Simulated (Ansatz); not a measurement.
Species: C2H3NS, charge 0, singlet. C2H3NS (SMILES C1=NCS1).
B3LYP-D3(BJ)/def2-TZVP minimum from Ansatz (an electronic-structure program):
```
C
H 1 1.0882
H 1 1.0882 2 111.62
N 1 1.4608 2 113.59 3 -130.00
C 4 1.2794 1 96.03 2 -115.50
H 5 1.0849 4 127.52 1 -180.00
S 5 1.7644 6 128.52 4 180.00
```

Total energies in cc-pV(D+d)Z, 22 correlated electrons, 8 frozen orbitals. UHF or UKS for unpaired electrons; spin-orbit terms are left out. Cores are frozen in correlated methods. No relativity.

```tsv
method	program	energy (Eh)	minus CCSDT(Q) (mEh)
HF	Ansatz	-529.41811	621.12
MP2	Ansatz	-529.97981	59.42
CCSD	Ansatz	-530.01239	26.84
CCSD(T)	Ansatz	-530.03652	2.72
CCSDT(Q)	Ansatz	-530.03924	0.00
```

Rough core times of Ansatz's runs on a shared machine: CCSD(T) under 20 s, CCSDT(Q) 10 min.
